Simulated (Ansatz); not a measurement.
Potential energy curve for SLi (cation, charge +1), lowest singlet found (which spin is the ground state isn't settled by this scan).

Levels of theory: RHF/aug-cc-pVDZ (Ansatz, a first-principles code); RMP2 = MP2 on RHF/aug-cc-pVDZ, frozen core in Ansatz; RCCSD = CCSD on RHF/aug-cc-pVDZ, frozen core run with Ansatz; RCCSD(T) = CCSD(T) on RHF/aug-cc-pVDZ, frozen core (Ansatz); RKS-PBE = restricted PBE/aug-cc-pVDZ run with Ansatz; RKS-CAM-B3LYP = restricted CAM-B3LYP/aug-cc-pVDZ run with Ansatz; FCI = Ansatz with full CI/aug-cc-pVDZ, frozen core.

All curves are set to zero at 2.51 Å and compared with full CI in the same basis at 2.51, 2.65, 2.78, 2.96, 3.13, 3.39, 3.75, 4.12, 4.60, 5.08, 5.88, 6.73, 7.98 Å.

**Question.** Order the methods by the spread of their error (largest minus smallest) over these points.

**Answer.** RMP2 has the smallest spread and RKS-CAM-B3LYP the largest. In order (kJ/mol): RMP2 1.19, RHF 2.03, RCCSD 4.54, RCCSD(T) 5.60, RKS-PBE 6.11, RKS-CAM-B3LYP 7.07.

Errors against full CI at some of the points (kJ/mol):

```
method         3.13 Å  3.75 Å  5.08 Å  5.88 Å  7.98 Å
-------------  ------  ------  ------  ------  ------
RMP2              0.0    -0.4    -0.9    -1.0    -1.1
RHF               1.2     0.4    -0.6    -0.7    -0.8
RCCSD            -0.5    -1.7    -3.6    -4.0    -4.5
RCCSD(T)         -0.7    -2.0    -4.2    -4.9    -5.6
RKS-PBE           2.7     3.7     5.7     6.0     6.1
RKS-CAM-B3LYP     5.2     6.4     7.1     7.1     7.0
```

The restricted form behind RHF, RMP2, RKS-PBE, RKS-CAM-B3LYP keeps the bonding electrons paired and can't separate into open-shell fragments. Also computed but left out beside FCI, since their determinant holds another spin at the minimum (<S²> over 0.7 above the pure value): UHF, UMP2, UCCSD, UCCSD(T), UKS-PBE, UKS-CAM-B3LYP, UKS-B3LYP/6-31G*, UHF/6-31G*, UKS-M06-2X/6-31G*, UKS-B3LYP/6-311+G**.
